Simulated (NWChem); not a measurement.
System: AsH, triplet; SMILES [AsH]

Parts of the log:

```
             Northwest Computational Chemistry Package (NWChem) 7.3.0
             --------------------------------------------------------

 ORDER OF PRIMARY AXIS IS BEING SET TO 4
 C4V symmetry detected

                             Geometry "geometry" -> ""
                             -------------------------

 Output coordinates in angstroms (scale by  1.889725989 to convert to a.u.)

  No.       Tag          Charge          X              Y              Z
 ---- ---------------- ---------- -------------- -------------- --------------
    1 As                  33.0000     0.00000000     0.00000000    -0.04513135
    2 H                    1.0000     0.00000000     0.00000000     1.48933465

 Effective nuclear repulsion energy (a.u.)      11.3804080488

      Symmetry information
      --------------------

 Group name             C4v
 Group number             18
 Group order               8
 No. of unique centers     2

                                Z-matrix (autoz)
                                --------

 Units are Angstrom for bonds and degrees for angles

      Type          Name      I     J     K     L     M      Value
      ----------- --------  ----- ----- ----- ----- ----- ----------
    1 Stretch                  1     2                       1.53447

                           NWChem Geometry Optimization
                           ----------------------------

 maximum gradient threshold         (gmax) =   0.000450
 rms gradient threshold             (grms) =   0.000300
 maximum cartesian step threshold   (xmax) =   0.001800
 rms cartesian step threshold       (xrms) =   0.001200
 fixed trust radius                (trust) =   0.300000
 source of zmatrix                         =   autoz

          -------------------
          Energy Minimization
          -------------------

 Using diagonal initial Hessian
 Scaling for Hessian diagonals: bonds = 1.00  angles = 0.25  torsions = 0.10

          --------
          Step   0

                                 NWChem DFT Module
                                 -----------------

 Summary of "ao basis" -> "ao basis" (spherical)
 ------------------------------------------------------------------------------
       Tag                 Description            Shells   Functions and Types
 ---------------- ------------------------------  ------  ---------------------
 As                         cc-pvdz                 11       27   5s4p2d
 H                          cc-pvdz                  3        5   2s1p

      Symmetry analysis of basis
      --------------------------

        a1         14
        a2          0
        b1          2
        b2          2
        e          14

            General Information
            -------------------
          SCF calculation type: DFT
          Wavefunction type:  spin polarized.
          No. of atoms     :     2
          No. of electrons :    34
           Alpha electrons :    18
            Beta electrons :    16
          Charge           :     0
          Spin multiplicity:     3
          Use of symmetry is: on ; symmetry adaption is: on
          Maximum number of iterations: 150
          AO basis - number of functions:    32
                     number of shells:    14
          Convergence on energy requested:  1.00D-06
          Convergence on density requested:  1.00D-05
          Convergence on gradient requested:  5.00D-04

              XC Information
              --------------
                         PBE0 Method XC Functional
                     Hartree-Fock (Exact) Exchange  0.250
          PerdewBurkeErnzerhof Exchange Functional  0.750
            Perdew 1991 LDA Correlation Functional  1.000 local
           PerdewBurkeErnz. Correlation Functional  1.000 non-local

             Grid Information
             ----------------
          Grid used for XC integration:  medium
          Radial quadrature: Mura-Knowles
          Angular quadrature: Lebedev.
          Tag              B.-S. Rad. Rad. Pts. Rad. Cut. Ang. Pts.
          ---              ---------- --------- --------- ---------
          As                  1.15      112           7.0       590
          H                   0.35       45           7.0       434
          Grid pruning is: on
          Number of quadrature shells:   157
          Spatial weights used:  Erf1

      Superposition of Atomic Density Guess
      -------------------------------------

 Sum of atomic energies:       -2234.60904048

      Non-variational initial energy
      ------------------------------

 Total energy =   -2234.478301
 1-e energy   =   -3136.549220
 2-e energy   =     890.690511
 HOMO         =      -0.165770
 LUMO         =      -0.165770

 !!!!!!!!!!!!!!!!!!!!!!!!!!!!!!!!!!!!!!!!!!!!!!!!!!!!!!!!!!!!!!!!!!!!!!
 Warning - the HOMO and LUMO are degenerate and you are using symmetry.
 This can lead to non-variational energies and poor convergence.
 Modify the initial guess, or use an open-shell wavefunction, or turn
 off symmetry.
 !!!!!!!!!!!!!!!!!!!!!!!!!!!!!!!!!!!!!!!!!!!!!!!!!!!!!!!!!!!!!!!!!!!!!!

   Symmetry analysis of molecular orbitals - initial alpha
   -------------------------------------------------------

 !! scf_movecs_sym_adapt:    4 vectors were symmetry contaminated

[...]

      ----------------------
      Optimization converged
      ----------------------

  Step       Energy      Delta E   Gmax     Grms     Xrms     Xmax
  ---- ---------------- -------- -------- -------- -------- --------
@    2   -2236.11845082 -6.6D-07  0.00001  0.00001  0.00081  0.00140
                                     ok       ok       ok       ok

                                Z-matrix (autoz)
                                --------

 Units are Angstrom for bonds and degrees for angles

      Type          Name      I     J     K     L     M      Value     Gradient
      ----------- --------  ----- ----- ----- ----- ----- ---------- ----------
    1 Stretch                  1     2                       1.53757    0.00001

                         Geometry "geometry" -> "geometry"
                         ---------------------------------

 Output coordinates in angstroms (scale by  1.889725989 to convert to a.u.)

  No.       Tag          Charge          X              Y              Z
 ---- ---------------- ---------- -------------- -------------- --------------
    1 As                  33.0000     0.00000000     0.00000000    -0.04668317
    2 H                    1.0000     0.00000000     0.00000000     1.49088646

 Effective nuclear repulsion energy (a.u.)      11.3574363318

      Symmetry information
      --------------------

 Group name             C4v
 Group number             18
 Group order               8
 No. of unique centers     2

                Final and change from initial internal coordinates
                --------------------------------------------------

                                Z-matrix (autoz)
                                --------

 Units are Angstrom for bonds and degrees for angles

      Type          Name      I     J     K     L     M      Value       Change
      ----------- --------  ----- ----- ----- ----- ----- ---------- ----------
    1 Stretch                  1     2                       1.53757    0.00310

 ==============================================================================
                                internuclear distances
 ------------------------------------------------------------------------------
       center one      |      center two      | atomic units |  angstroms
 ------------------------------------------------------------------------------
    2 H                |   1 As               |     2.90559  |     1.53757
 ------------------------------------------------------------------------------
                         number of included internuclear distances:          1
 ==============================================================================

[second-derivative integrals and response iterations left out]

  Vibrational analysis via the FX method

  See chapter 2 in "Molecular Vibrations" by Wilson, Decius and Cross

  Vib: Default input used

[...]

 Rotational Constants
 --------------------
 A=   0.000000 cm-1  (  0.000000 K)
 B=   7.170484 cm-1  ( 10.316496 K)
 C=   7.170484 cm-1  ( 10.316496 K)

 Temperature                      =   298.15K
 frequency scaling parameter      =   1.0000

 Linear Molecule

 Zero-Point correction to Energy  =    3.114 kcal/mol  (  0.004963 au)
 Thermal correction to Energy     =    4.595 kcal/mol  (  0.007323 au)
 Thermal correction to Enthalpy   =    5.187 kcal/mol  (  0.008267 au)

 Total Entropy                    =   47.548 cal/mol-K
   - Translational                =   38.880 cal/mol-K (mol. weight =  75.9294)
   - Rotational                   =    8.668 cal/mol-K (symmetry #  =        1)
   - Vibrational                  =    0.001 cal/mol-K

 Cv (constant volume heat capacity) =    4.972 cal/mol-K
   - Translational                  =    2.979 cal/mol-K
   - Rotational                     =    1.986 cal/mol-K
   - Vibrational                    =    0.006 cal/mol-K

[normal modes left out]

 ----------------------------------------------------------------------------
 Normal Eigenvalue ||           Projected Infra Red Intensities
  Mode   [cm**-1]  || [atomic units] [(debye/angs)**2] [(KM/mol)] [arbitrary]
 ------ ---------- || -------------- ----------------- ---------- -----------
    1       -0.000 ||    0.000000           0.000         0.000       0.000
    2       -0.000 ||    0.000632           0.015         0.616       0.266
    3       -0.000 ||    0.000632           0.015         0.616       0.266
    4        0.000 ||    0.001007           0.023         0.982       0.423
    5        0.000 ||    0.001007           0.023         0.982       0.423
    6     2179.637 ||    0.139472           3.218       135.964      58.622
 ----------------------------------------------------------------------------
```

Level: PBE0/cc-pVDZ, spin-unrestricted. No stability test was run on the SCF state.

Task: Which NWChem input produces such a log?

Result: Several could match; the one computed here: the input that was run:
```
start job
memory heap 200 mb stack 900 mb global 1100 mb
geometry units angstroms
  As     0.000000     0.000000    -0.054533
  H      0.000000     0.000000     1.479933
end
basis spherical
  * library cc-pvdz
end
dft
  odft
  mult 3
  xc pbe0
  iterations 150
end
driver
  maxiter 120
end
task dft optimize
task dft freq
```
